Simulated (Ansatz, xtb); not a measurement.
**Relative energy of two isomers of C5H2FN3**

Structure a: `N#Cc1cncnc1F`, a singlet. Structure b: `N#Cc1nccnc1F`, a singlet. Both are isolated molecules in the gas phase, relaxed with PBE-D3(BJ)/def2-SVP.

Question: Which of the two would you expect CCSD(T)/def2-SVP + ΔMP2/def2-TZVPP electronic energies to favour?

Answer: Structure a; the calculation gives E(b) − E(a) = +30.3 kJ/mol.

Level by level:

```csv
level,geometry,E(b) − E(a) (kJ/mol),departure from the last row (kJ/mol),"job, with rough time for the two"
GFN2-xTB,GFN2-xTB,+31.7,+1.4,"optimisation, 0.13 s"
HF/STO-3G,GFN2-xTB,+17.6,−12.8,"single point, 0.4 s"
r2SCAN-D4/def2-SVP,GFN2-xTB,+27.5,−2.8,"single point, 3.5 s"
PBE-D3(BJ)/def2-SVP,PBE-D3(BJ)/def2-SVP,+24.3,−6.0,"optimisation, 18 s"
HF/def2-SVP,PBE-D3(BJ)/def2-SVP,+44.8,+14.4,part of the CCSD(T) run
MP2/def2-SVP,PBE-D3(BJ)/def2-SVP,+20.1,−10.2,part of the CCSD(T) run
CCSD(T)/def2-SVP,PBE-D3(BJ)/def2-SVP,+27.8,−2.5,single point
CCSD(T)/def2-SVP + ΔMP2/def2-TZVPP,PBE-D3(BJ)/def2-SVP,+30.3,,"single point, 75 s"
```

As drawn, both hold the same kinds of bond in the same numbers.

None of the levels shown reverses the order. The largest departure from CCSD(T)/def2-SVP + ΔMP2/def2-TZVPP is that of HF/def2-SVP, 14.4 kJ/mol. The last row adds to CCSD(T) the change of the MP2 difference between the two basis sets, here +2.5 kJ/mol.

With thermal terms from frequencies at re-optimised GFN2-xTB minima (ideal gas, soft modes damped towards free rotors, one conformer each, 298.15 K, 1 atm): the zero-point term adds −0.9 kJ/mol; ΔH is +29.5 and ΔG +29.1 kJ/mol.

The correlated steps freeze 9 core orbitals. Codes used: Ansatz 0.2.0, xtb 6.7.1; the last row on 4 threads of Arm Neoverse V1 on a shared host.
